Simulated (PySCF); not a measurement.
GeH3O3, SMILES [OH][Ge]([OH])[OH] (connectivity only; charge and spin as stated), charge +1, multiplicity 1. Atoms are numbered in the order given.

```xyz
7

O     -1.6991     0.0363     0.0000
Ge     0.0162    -0.0025     0.0000
O      0.8593     1.5087     0.0000
O      0.6088    -1.6200     0.0000
H     -2.0987     0.9362     0.0000
H      1.8430     1.4876     0.0000
H      1.5841    -1.7443     0.0000
```
Charge +1, spin multiplicity 1.

Coordinates come from a PBE-D3(BJ)/def2-SVP optimisation. The spin state was assumed, not searched. The isomer is the one that the SMILES or the coordinates give; other isomers of the formula were not compared. Other conformers were not sampled.

The numbers are results of B3LYP/def2-TZVP (PySCF), not measurements.

Atomic charges (e):

```tsv
atom	Mulliken	IAO	Löwdin
O1	-0.39	-0.63	-0.10
Ge2	1.05	1.66	0.63
O3	-0.40	-0.65	-0.12
O4	-0.39	-0.63	-0.10
H5	0.38	0.42	0.23
H6	0.38	0.42	0.23
H7	0.37	0.42	0.23
```
